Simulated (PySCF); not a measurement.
Excitation energy of Ta by level of theory

Ta [Xe] 4f14 5d3 6s2 (4F) → Ta [Xe] 4f14 5d3 6s1 6p1 (high-spin determinant), as a difference of total energies. All numbers are calculated (PySCF 2.14, a scalar-relativistic core potential, in def2-TZVPPD with the def2 core potential (60 electrons)). Correlated levels: valence: 5s2 5p6 frozen. The calculations carry no spin-orbit coupling.

```tsv
method	excitation energy (cm⁻¹)
UHF	9644.7
MP2 (valence)	17526
SCS-MP2 (valence)	20249
CCSD (valence)	18409
CCSD(T) (valence)	19037
```

The determinant of the upper state mixes LS terms, which raises its energy above the lowest term, most at the Hartree-Fock and MP2 levels.
